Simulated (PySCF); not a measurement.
C8H10, triplet, geometry from GFN2-xTB (a higher spin typed on purpose: for a closed-shell molecule this is an excited state), with bond 17-7 at 1.6 times its length; PBE/STO-3G (PySCF).

PySCF was given this input:
```python
from pyscf import gto, scf, dft

mol = gto.M(
    atom='''
C     2.89995989    0.08720435    0.08180246
C     1.42431394    0.01572360    0.08528584
C     0.68151959    0.66352555   -1.05084969
C    -0.67705363    0.61971006   -1.08424344
C    -1.42431394   -0.01572360   -0.08528584
C    -2.89995989   -0.08720435   -0.08180246
C    -0.68151959   -0.66352555    1.05084969
C     0.67705363   -0.61971006    1.08424344
H     3.30573525   -0.37022876   -0.82672194
H     3.23520416    1.12973746    0.07464159
H     3.32581685   -0.41348527    0.94832706
H     1.26086097    1.15087264   -1.81651479
H    -1.20900519    1.08696493   -1.90343083
H    -3.23520416   -1.12973746   -0.07464159
H    -3.30573525    0.37022876    0.82672194
H    -3.32581685    0.41348527   -0.94832706
H    -1.60846580   -1.44328089    2.27591385
H     1.20900519   -1.08696493    1.90343083
''',
    basis='sto-3g',
    spin=2,
    verbose=4,
)

mf = dft.UKS(mol)
mf.xc = 'pbe'
mf.level_shift = 1.0
mf.max_cycle = 100
mf.kernel()
```

Problem. What does PySCF print? Leave out banner, timings and long lists.

Solution. 
```
PySCF version 2.14.0

[INPUT] verbose = 4
[INPUT] num. atoms = 18
[INPUT] num. electrons = 58
[INPUT] charge = 0
[INPUT] spin (= nelec alpha-beta = 2S) = 2
[INPUT] symmetry False subgroup None
[INPUT] Mole.unit = angstrom
[INPUT] Symbol           X                Y                Z      unit          X                Y                Z       unit  Magmom
[...]
nuclear repulsion = 335.736684010478
number of shells = 34
number of NR pGTOs = 150
number of NR cGTOs = 50
basis = sto-3g
ecp = {}

******** <class 'pyscf.dft.uks.UKS'> ********
method = UKS
initial guess = minao
damping factor = 0
level_shift factor = 1.0
DIIS = <class 'pyscf.scf.diis.CDIIS'>
diis_start_cycle = 1
diis_space = 8
diis_damp = 0
SCF conv_tol = 1e-09
SCF conv_tol_grad = None
SCF max_cycles = 100
direct_scf = True
direct_scf_tol = 1e-13
number electrons alpha = 30  beta = 28
XC library pyscf.dft.libxc version 7.1.2
    S. Lehtola, C. Steigemann, M. J. T. Oliveira, and M. A. L. Marques,  SoftwareX 7, 1–5 (2018)
XC functionals = pbe
    J. P. Perdew, K. Burke, and M. Ernzerhof,  Phys. Rev. Lett. 77, 3865 (1996)
    J. P. Perdew, K. Burke, and M. Ernzerhof,  Phys. Rev. Lett. 78, 1396 (1997)
    J. P. Perdew, K. Burke, and M. Ernzerhof,  Phys. Rev. Lett. 77, 3865 (1996)
    J. P. Perdew, K. Burke, and M. Ernzerhof,  Phys. Rev. Lett. 78, 1396 (1997)
radial grids:
    Treutler-Ahlrichs [JCP 102, 346 (1995); DOI:10.1063/1.469408] (M4) radial grids

becke partition: Becke, JCP 88, 2547 (1988); DOI:10.1063/1.454033
pruning grids: <function nwchem_prune>
grids dens level: 3
symmetrized grids: False
atomic radii adjust function: <function treutler_atomic_radii_adjust>
small_rho_cutoff = 0
Set gradient conv threshold to 3.16228e-05
tot grids = 211024
init E= -307.339137851371

cycle= 1 E= -306.197254125743  delta_E= 1.14  |g|= 0.381  |ddm|=    4
cycle= 2 E= -306.308295866519  delta_E= -0.111  |g|= 0.14  |ddm|= 0.467
cycle= 3 E= -306.329075785284  delta_E= -0.0208  |g|= 0.0913  |ddm|= 0.178
cycle= 4 E= -306.337533831871  delta_E= -0.00846  |g|= 0.0647  |ddm|= 0.103
cycle= 5 E= -306.341955192296  delta_E= -0.00442  |g|= 0.0474  |ddm|= 0.0714
cycle= 6 E= -306.344447485808  delta_E= -0.00249  |g|= 0.0367  |ddm|= 0.0534
cycle= 7 E= -306.345962179974  delta_E= -0.00151  |g|= 0.0292  |ddm|= 0.0415
cycle= 8 E= -306.34692657116  delta_E= -0.000964  |g|= 0.0238  |ddm|= 0.0326
cycle= 9 E= -306.347580427225  delta_E= -0.000654  |g|= 0.0198  |ddm|= 0.0264
cycle= 10 E= -306.348032849477  delta_E= -0.000452  |g|= 0.0173  |ddm|= 0.0223
cycle= 11 E= -306.348378217466  delta_E= -0.000345  |g|= 0.0152  |ddm|= 0.0188
cycle= 12 E= -306.348658030951  delta_E= -0.00028  |g|= 0.013  |ddm|= 0.0166
cycle= 13 E= -306.348859934224  delta_E= -0.000202  |g|= 0.0123  |ddm|= 0.0146
cycle= 14 E= -306.34902832203  delta_E= -0.000168  |g|= 0.0119  |ddm|= 0.013
cycle= 15 E= -306.349175006203  delta_E= -0.000147  |g|= 0.0114  |ddm|= 0.0118
cycle= 16 E= -306.349300724567  delta_E= -0.000126  |g|= 0.0111  |ddm|= 0.011
cycle= 17 E= -306.349414523651  delta_E= -0.000114  |g|= 0.0106  |ddm|= 0.0101
cycle= 18 E= -306.349501467653  delta_E= -8.69e-05  |g|= 0.0113  |ddm|= 0.0108
cycle= 19 E= -306.349585215706  delta_E= -8.37e-05  |g|= 0.0116  |ddm|= 0.00991
cycle= 20 E= -306.349664387519  delta_E= -7.92e-05  |g|= 0.0114  |ddm|= 0.00889
cycle= 21 E= -306.349738017528  delta_E= -7.36e-05  |g|= 0.0112  |ddm|= 0.00837
cycle= 22 E= -306.349793600467  delta_E= -5.56e-05  |g|= 0.0116  |ddm|= 0.00826
cycle= 23 E= -306.349844129006  delta_E= -5.05e-05  |g|= 0.0119  |ddm|= 0.00781
cycle= 24 E= -306.349895664796  delta_E= -5.15e-05  |g|= 0.0118  |ddm|= 0.00713
cycle= 25 E= -306.349946339832  delta_E= -5.07e-05  |g|= 0.0114  |ddm|= 0.00668
cycle= 26 E= -306.349988332912  delta_E= -4.2e-05  |g|= 0.0114  |ddm|= 0.00646
cycle= 27 E= -306.350027843642  delta_E= -3.95e-05  |g|= 0.0112  |ddm|= 0.00611
cycle= 28 E= -306.350071180623  delta_E= -4.33e-05  |g|= 0.0105  |ddm|= 0.00568
cycle= 29 E= -306.350105251001  delta_E= -3.41e-05  |g|= 0.0103  |ddm|= 0.00543
cycle= 30 E= -306.350133350271  delta_E= -2.81e-05  |g|= 0.0102  |ddm|= 0.00519
cycle= 31 E= -306.350154143995  delta_E= -2.08e-05  |g|= 0.0105  |ddm|= 0.00512
cycle= 32 E= -306.350172473571  delta_E= -1.83e-05  |g|= 0.0107  |ddm|= 0.00512
cycle= 33 E= -306.350187390607  delta_E= -1.49e-05  |g|= 0.011  |ddm|= 0.00481
cycle= 34 E= -306.350213602076  delta_E= -2.62e-05  |g|= 0.0104  |ddm|= 0.00418
cycle= 35 E= -306.350239455698  delta_E= -2.59e-05  |g|= 0.00978  |ddm|= 0.0039
cycle= 36 E= -306.350272101042  delta_E= -3.26e-05  |g|= 0.00845  |ddm|= 0.00416
cycle= 37 E= -306.350296385005  delta_E= -2.43e-05  |g|= 0.00757  |ddm|= 0.00361
cycle= 38 E= -306.350319468861  delta_E= -2.31e-05  |g|= 0.00658  |ddm|= 0.00371
cycle= 39 E= -306.350335873553  delta_E= -1.64e-05  |g|= 0.00612  |ddm|= 0.00334
cycle= 40 E= -306.350352187651  delta_E= -1.63e-05  |g|= 0.00552  |ddm|= 0.0034
cycle= 41 E= -306.350368686023  delta_E= -1.65e-05  |g|= 0.00475  |ddm|= 0.0035
cycle= 42 E= -306.350383524738  delta_E= -1.48e-05  |g|= 0.00412  |ddm|= 0.00361
cycle= 43 E= -306.350397048256  delta_E= -1.35e-05  |g|= 0.00371  |ddm|= 0.00377
cycle= 44 E= -306.350411404765  delta_E= -1.44e-05  |g|= 0.00328  |ddm|= 0.00425
cycle= 45 E= -306.350426295288  delta_E= -1.49e-05  |g|= 0.00305  |ddm|= 0.00466
cycle= 46 E= -306.350442935436  delta_E= -1.66e-05  |g|= 0.00303  |ddm|= 0.00528
cycle= 47 E= -306.350462354631  delta_E= -1.94e-05  |g|= 0.00328  |ddm|= 0.00602
cycle= 48 E= -306.350486123721  delta_E= -2.38e-05  |g|= 0.00376  |ddm|= 0.00688
cycle= 49 E= -306.350516505499  delta_E= -3.04e-05  |g|= 0.00438  |ddm|= 0.00786
cycle= 50 E= -306.35055627691  delta_E= -3.98e-05  |g|= 0.00512  |ddm|= 0.00909
cycle= 51 E= -306.350609130019  delta_E= -5.29e-05  |g|= 0.00592  |ddm|= 0.0106
cycle= 52 E= -306.350679747436  delta_E= -7.06e-05  |g|= 0.0069  |ddm|= 0.0123
cycle= 53 E= -306.35077612127  delta_E= -9.64e-05  |g|= 0.00798  |ddm|= 0.0145
cycle= 54 E= -306.350906555517  delta_E= -0.00013  |g|= 0.00928  |ddm|= 0.017
cycle= 55 E= -306.351085577222  delta_E= -0.000179  |g|= 0.0107  |ddm|= 0.02
cycle= 56 E= -306.351328666178  delta_E= -0.000243  |g|= 0.0125  |ddm|= 0.0234
cycle= 57 E= -306.35165944594  delta_E= -0.000331  |g|= 0.0146  |ddm|= 0.0274
cycle= 58 E= -306.352108890633  delta_E= -0.000449  |g|= 0.017  |ddm|= 0.0321
cycle= 59 E= -306.352716873496  delta_E= -0.000608  |g|= 0.0197  |ddm|= 0.0374
cycle= 60 E= -306.353534973074  delta_E= -0.000818  |g|= 0.0229  |ddm|= 0.0438
cycle= 61 E= -306.354629059555  delta_E= -0.00109  |g|= 0.0264  |ddm|= 0.0507
cycle= 62 E= -306.356070771323  delta_E= -0.00144  |g|= 0.0303  |ddm|= 0.0587
cycle= 63 E= -306.357939491921  delta_E= -0.00187  |g|= 0.0348  |ddm|= 0.0676
cycle= 64 E= -306.360307488394  delta_E= -0.00237  |g|= 0.04  |ddm|= 0.078
cycle= 65 E= -306.363225595628  delta_E= -0.00292  |g|= 0.046  |ddm|= 0.0891
cycle= 66 E= -306.366673900202  delta_E= -0.00345  |g|= 0.0534  |ddm|= 0.102
cycle= 67 E= -306.370563003963  delta_E= -0.00389  |g|= 0.0621  |ddm|= 0.115
cycle= 68 E= -306.374580938304  delta_E= -0.00402  |g|= 0.0733  |ddm|= 0.128
cycle= 69 E= -306.378342772594  delta_E= -0.00376  |g|= 0.087  |ddm|= 0.139
cycle= 70 E= -306.381259658844  delta_E= -0.00292  |g|= 0.104  |ddm|= 0.148
cycle= 71 E= -306.38293763547  delta_E= -0.00168  |g|= 0.123  |ddm|= 0.154
cycle= 72 E= -306.38296171403  delta_E= -2.41e-05  |g|= 0.145  |ddm|= 0.156
cycle= 73 E= -306.382180073156  delta_E= 0.000782  |g|= 0.163  |ddm|= 0.152
cycle= 74 E= -306.380318871252  delta_E= 0.00186  |g|= 0.181  |ddm|= 0.145
cycle= 75 E= -306.37827195939  delta_E= 0.00205  |g|= 0.196  |ddm|= 0.136
cycle= 76 E= -306.373914000108  delta_E= 0.00436  |g|= 0.211  |ddm|= 0.132
cycle= 77 E= -306.3721683812  delta_E= 0.00175  |g|= 0.22  |ddm|= 0.115
cycle= 78 E= -306.374047370752  delta_E= -0.00188  |g|= 0.216  |ddm|= 0.101
cycle= 79 E= -306.382217063055  delta_E= -0.00817  |g|= 0.201  |ddm|= 0.0907
cycle= 80 E= -306.394405562664  delta_E= -0.0122  |g|= 0.17  |ddm|= 0.0913
cycle= 81 E= -306.405552360804  delta_E= -0.0111  |g|= 0.144  |ddm|= 0.0813
cycle= 82 E= -306.415037107799  delta_E= -0.00948  |g|= 0.117  |ddm|= 0.0777
cycle= 83 E= -306.422208011148  delta_E= -0.00717  |g|= 0.0924  |ddm|= 0.0702
cycle= 84 E= -306.427124764618  delta_E= -0.00492  |g|= 0.0741  |ddm|= 0.0608
cycle= 85 E= -306.430583669306  delta_E= -0.00346  |g|= 0.0603  |ddm|= 0.0564
cycle= 86 E= -306.433105863406  delta_E= -0.00252  |g|= 0.0483  |ddm|= 0.0503
cycle= 87 E= -306.434899383489  delta_E= -0.00179  |g|= 0.0389  |ddm|= 0.0448
cycle= 88 E= -306.436205428709  delta_E= -0.00131  |g|= 0.0317  |ddm|= 0.0412
cycle= 89 E= -306.437170485618  delta_E= -0.000965  |g|= 0.0259  |ddm|= 0.037
cycle= 90 E= -306.437874145538  delta_E= -0.000704  |g|= 0.0216  |ddm|= 0.0319
cycle= 91 E= -306.438407979725  delta_E= -0.000534  |g|= 0.0185  |ddm|= 0.0281
cycle= 92 E= -306.438836040321  delta_E= -0.000428  |g|= 0.0163  |ddm|= 0.0255
cycle= 93 E= -306.439187737502  delta_E= -0.000352  |g|= 0.0145  |ddm|= 0.023
cycle= 94 E= -306.439485365207  delta_E= -0.000298  |g|= 0.013  |ddm|= 0.0214
cycle= 95 E= -306.439736408029  delta_E= -0.000251  |g|= 0.0122  |ddm|= 0.0198
cycle= 96 E= -306.439956563007  delta_E= -0.00022  |g|= 0.0113  |ddm|= 0.0185
cycle= 97 E= -306.440148998928  delta_E= -0.000192  |g|= 0.0107  |ddm|= 0.0176
cycle= 98 E= -306.440319940504  delta_E= -0.000171  |g|= 0.0101  |ddm|= 0.0168
cycle= 99 E= -306.440473449988  delta_E= -0.000154  |g|= 0.00962  |ddm|= 0.0161
cycle= 100 E= -306.440611916354  delta_E= -0.000138  |g|= 0.0091  |ddm|= 0.0153
SCF not converged.
SCF energy = -306.440611916354 after 100 cycles  <S^2> = 2.0298947  2S+1 = 3.0198641
```

The run did not converge; its last values are not results.
